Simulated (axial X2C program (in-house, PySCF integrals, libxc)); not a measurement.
**Curves of NbNC from open-shell CI on d3 s1 p(π)0**

Computed with an in-house all-electron X2C program for linear molecules (integrals from PySCF): two-component X2C with atomic mean-field Coulomb and Gaunt terms, basis Nb dyall-v2z, N dyall-v2z, C dyall-v2z (cores contracted in-house). Orbitals come from Hartree–Fock averaged over the configuration Nb d3 s1 p(π)0; CI then distributes these electrons over the d, s, p(π) shells of Nb.

Scan along the Nb–N bond with NC moving as one mass, its bond held at 1.170 Å; masses Nb 92.906 u, N 14.003 u, C 12.000 u. Energies in cm⁻¹ from the lowest point; levels are followed by energy order within each Ω. Lowest level at 2.169 Å: 91% d3 s1 + 8% d4.

```json
{"R (Å)": "2.017", "(1)Ω=0": "710", "(2)Ω=0": "758", "(1)Ω=1": "809", "(2)Ω=1": "908", "(1)Ω=2": "978", "(1)Ω=3": "1212", "(3)Ω=0": "1349"}
{"R (Å)": "2.093", "(1)Ω=0": "0", "(2)Ω=0": "49", "(1)Ω=1": "105", "(2)Ω=1": "259", "(1)Ω=2": "281", "(1)Ω=3": "530", "(3)Ω=0": "637"}
{"R (Å)": "2.169", "(1)Ω=0": "12", "(2)Ω=0": "61", "(1)Ω=1": "121", "(2)Ω=1": "330", "(1)Ω=2": "303", "(1)Ω=3": "565", "(3)Ω=0": "661"}
{"R (Å)": "2.256", "(1)Ω=0": "665", "(2)Ω=0": "716", "(1)Ω=1": "779", "(2)Ω=1": "1040", "(1)Ω=2": "966", "(1)Ω=3": "1239", "(3)Ω=0": "1333"}
{"R (Å)": "2.343", "(1)Ω=0": "1785", "(2)Ω=0": "1839", "(1)Ω=1": "1902", "(2)Ω=1": "2202", "(1)Ω=2": "2093", "(1)Ω=3": "2374", "(3)Ω=0": "2467"}
{"R (Å)": "2.440", "(1)Ω=0": "3382", "(2)Ω=0": "3444", "(1)Ω=1": "3501", "(2)Ω=1": "3831", "(1)Ω=2": "3697", "(1)Ω=3": "3986", "(3)Ω=0": "4073"}
{"R (Å)": "2.559", "(1)Ω=0": "5615", "(2)Ω=0": "5688", "(1)Ω=1": "5735", "(2)Ω=1": "6082", "(1)Ω=2": "5935", "(1)Ω=3": "6233", "(3)Ω=0": "6302"}
```

Task: Fit the curves (1)Ω=0, (2)Ω=0, (1)Ω=1, (2)Ω=1, (1)Ω=2, (1)Ω=3, (3)Ω=0 near their minima.

Result: From the open-shell CI curves, Te from the lowest:

| level | Te (cm⁻¹) | Re (Å) | ωe (cm⁻¹) |
| --- | --- | --- | --- |
| (1)Ω=0 | 0 | 2.129 | 422.9 |
| (2)Ω=0 | 49 | 2.129 | 423.2 |
| (1)Ω=1 | 107 | 2.128 | 423.0 |
| (2)Ω=1 | 285 | 2.121 | 427.4 |
| (1)Ω=2 | 286 | 2.127 | 423.3 |
| (1)Ω=3 | 542 | 2.126 | 423.5 |
| (3)Ω=0 | 641 | 2.127 | 427.3 |

Without dynamic correlation distances can be off by several hundredths of an Å (long for ionic bonds, short for multiple bonds) and the wavenumbers are rough.

The 7 lowest curves are shown; the next is (4)Ω=0, from 688 cm⁻¹.

There is no dynamic correlation: spin–orbit spacings and, for f shells, spacings inside one term are the most reliable numbers, splittings between terms come out too wide, and energies between configurations are not reliable, so the lowest level need not be the ground state of the molecule. For d shells the ligand-field splittings (σ, π, δ) and their order can be off by a thousand cm⁻¹ or more. At most 4 roots were kept for each Ω > 0 (twice that for Ω = 0) within 3.2 eV of the lowest, so higher up levels can be missing between those listed; levels with Ω > 0 are doubly degenerate and listed once, Ω = 0 levels singly. Some active spinors are only partly of the character that their shell is named for, so the shell names and counts are nominal. States that fill the shells left empty in the average are placed too high. The molecule was held linear; bending was not examined.
